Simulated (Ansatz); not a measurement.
C2H6OSn can be A, `[CH3][SnH2][CH]=O`, or B, `C[O][Sn][CH3]`.

Calculated with Ansatz (gas phase, PBE0-D4/def2-TZVP geometries, no zero-point term in ΔE). CBS: MP2 limit from def2 TZ/QZ plus the TZ coupled-cluster correction, frozen cores. DFT in def2-TZVPP. B3LYP here is the variant with VWN-RPA as its local correlation; programs differ in this. Elements past krypton have def2 core potentials. For Sn outer-core shells are correlated without core-valence functions, which leaves a few kJ/mol of doubt a bond. One conformer a species, not always the lowest.

**Question.** Which isomer does CCSD(T)/CBS put lower? Give the gap. (Best estimate.)

**Answer.** Ansatz gave: B, by 33.1 kcal/mol.

**Question.** Give E(B) − E(A) in kcal/mol with PBE0-D4, B3LYP-D4, r2SCAN-D4, B3LYP, MP2/def2-TZVPP, CCSD/def2-TZVPP, PBE-D4. (An estimate is asked.)

**Answer.** Computed: PBE0-D4 -32.9, B3LYP-D4 -35.4, r2SCAN-D4 -32.9, B3LYP -34.6, MP2/def2-TZVPP -33.7, CCSD/def2-TZVPP -30.6, PBE-D4 -33.5. None reverses the order clearly.

Largest T1 diagnostic: 0.017.

In def2-TZVPP, CCSD(T) changes the Hartree–Fock value by −0.8 kcal/mol (the triples alone add +0.6 kcal/mol) and MP2 by −4.5 kcal/mol. The D4 term adds −0.8 kcal/mol with B3LYP and −0.4 kcal/mol with PBE0; it sums over pairs of atoms, weighted by their polarisabilities, and B3LYP, whose exchange is more repulsive, gets the larger term.
